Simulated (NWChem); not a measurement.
System: SiHClF2; SMILES F[SiH](F)Cl

```xyz
5

Si     0.3578     0.4400     0.0000
F     -0.2919     1.1192    -1.2881
F     -0.2919     1.1192     1.2881
Cl    -0.0976    -1.5516     0.0000
H      1.8126     0.6345     0.0000
```
Atoms are numbered in this order, from 1.

Computed with NWChem. Pople sets run with spherical d functions. The geometry was optimised at B3LYP/6-31G* (spherical d). Vzz is the largest principal value of the second derivative of the potential at the nucleus (NWChem prints the opposite sign); η is the asymmetry. Non-relativistic.

| level | Vzz Cl4 (a.u.) | η Cl4 |
|---|---|---|
| PBE/def2-TZVP | 2.057 | 0.02 |
| PBE/6-31G* | 2.032 | 0.02 |
| CAM-B3LYP/6-31G* | 2.056 | 0.02 |
| CAM-B3LYP/def2-TZVP | ? | 0.02 |

**Question.** What belongs in the gaps?

**Answer.** 
- CAM-B3LYP/def2-TZVP, Vzz Cl4 (a.u.): 2.136
